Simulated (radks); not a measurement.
Task: The zinc ion Zn+, [Ar] 3d10 4s1. Method: non-relativistic Kohn-Sham, exchange-only LDA, spin-polarised, spherical densities, point nucleus; computed with a radial shooting solver on a logarithmic mesh with Libxc functionals. Every spin shell is full or empty, so the densities are truly spherical. Functionals are evaluated on that one density, not self-consistently. Rank these orbital-free kinetic functionals by their error against the exact value of the orbitals, and give that value: Thomas-Fermi, von Weizsacker, TF + vW, TF + vW/9, TF + vW/5, LC94, APBEK, revAPBEK, Perdew 92, Thakkar, LKT, PG1, DePristo-Kress, Ernzerhof.

Result: Exact: 1773.60 hartree. From best to worst, with 100 (|E| - |E exact|)/|E exact| (equal figures are ties): APBEK -0.04, LC94 -0.13, revAPBEK +0.20, DePristo-Kress -0.21, Ernzerhof -0.50, Thakkar -0.57, Perdew 92 -0.88, TF + vW/9 -0.89, TF + vW/5 +3.49, Thomas-Fermi -6.37, PG1 +18.44, LKT +23.29, TF + vW +42.94, von Weizsacker -50.70.
